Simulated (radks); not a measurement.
Results of a calculation; reference values are marked as such.
Question: Excited configurations of the zirconium ion Zr2+: one electron is placed in a higher orbital outside [Kr] 4d1. The ground configuration is [Kr] 4d2. Code: a radial shooting solver on a logarithmic mesh with Libxc functionals. Model: scalar-relativistic Kohn-Sham, r2SCAN, spin-polarised, spherical densities, finite nucleus; open shells are filled with parallel spins first (spin-orbit coupling, left out, can overturn this in heavy ions); meta-GGA in the generalised Kohn-Sham scheme; Fermi nuclear charge, rms radius 4.2694 fm. Excitation = E - E(ground); binding = E(ion) - E, where the ion is the core of charge +3; n* = 3/sqrt(2 binding) in atomic units, and the quantum defect is n - n*.

| outer orbital | excitation (eV) | binding (eV) | n* | quantum defect | eigenvalue (eV) | <r> (bohr) |
|---|---|---|---|---|---|---|
| 4f | 14.896 | 8.023 | 3.907 | 0.093 | -6.300 | 5.418 |
| 5p | 6.807 | 16.113 | 2.757 | 2.243 | -13.721 | 3.663 |
| 5d | 12.754 | 10.166 | 3.471 | 1.529 | -8.432 | 5.212 |
| 6s | 12.487 | 10.433 | 3.426 | 2.574 | -9.048 | 6.045 |
| 6p | 14.262 | 8.658 | 3.761 | 2.239 | -7.476 | 6.983 |
| 6d | 16.764 | 6.156 | 4.460 | 1.540 | -5.234 | 9.203 |
| 6f | 19.164 | 3.756 | 5.710 | 0.290 | -3.170 | 14.52 |
| 7s | 16.632 | 6.287 | 4.413 | 2.587 | -5.484 | 9.945 |
| 7p | 17.481 | 5.439 | 4.745 | 2.255 | -4.721 | 11.24 |
| 7d | 18.778 | 4.141 | 5.438 | 1.562 | -3.565 | 14.16 |

Estimate the row for 5f.

Answer: excitation (eV) 17.575; binding (eV) 5.345; n* 4.786; quantum defect 0.214; eigenvalue (eV) -4.403; <r> (bohr) 9.453. The Delta-SCF ionisation energy is 22.920 eV (NIST Atomic Spectra Database: 23.170 eV, semi-empirical). Self-interaction in the functional shifts the binding energies and quantum defects, so they are the method's values and not measured ones. Open shells are spherical and high-spin; term and fine-structure splittings are not resolved.
